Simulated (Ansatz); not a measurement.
Species: C5H5S, charge 0, multiplicity 2. It need not be the lowest isomer of its formula. 
Structure (B3LYP-D3(BJ)/def2-TZVP (Ansatz, a program for electronic structure) minimum search):
```
C
C 1 1.3700
H 2 1.0798 1 123.83
C 2 1.4103 3 125.61 1 -180.00
C 4 1.3410 2 117.98 3 180.00
H 5 1.0762 4 131.52 2 180.00
C 1 1.4946 2 128.01 3 0.00
H 7 1.0900 1 109.76 2 0.00
H 7 1.0922 8 107.98 1 121.95
H 7 1.0922 8 107.98 9 116.10
S 1 1.7352 2 110.95 3 -180.00
```
Charge 0, spin multiplicity 2.

Property: atomisation energy (electronic, to ground-state atoms), in eV. Cores are frozen in the correlated levels unless marked. Open shells are spin-unrestricted. No spin-orbit coupling. Non-relativistic. The coupled-cluster limit lacks core correlation, which all-electron functionals hold. CBS(X,Y): correlation extrapolated as X^-3; Hartree-Fock from the larger set. [CCSD(T)-MP2]/basis is that difference in the basis named.

The UHF reference is spin-contaminated (<S^2> 0.37 over the pure value in the largest basis). 

```json
[
 {"level": "PBE0/def2-SVP", "program": "Ansatz", "atomisation energy (eV)": "…"},
 {"level": "HSE06-D4/def2-TZVPD", "program": "Ansatz + dftd4", "atomisation energy (eV)": "50.41"},
 {"level": "CAM-B3LYP/def2-TZVPD", "program": "Ansatz", "atomisation energy (eV)": "49.15"},
 {"level": "RI-MP2/CBS(cc-pV(T+d)Z,cc-pV(Q+d)Z)+[CCSD(T)-MP2]/cc-pV(T+d)Z", "program": "Ansatz", "atomisation energy (eV)": "…"}
]
```

Q: Fill in the missing entries.

A: 
- PBE0/def2-SVP, atomisation energy (eV): 50.56
- RI-MP2/CBS(cc-pV(T+d)Z,cc-pV(Q+d)Z)+[CCSD(T)-MP2]/cc-pV(T+d)Z, atomisation energy (eV): 49.18
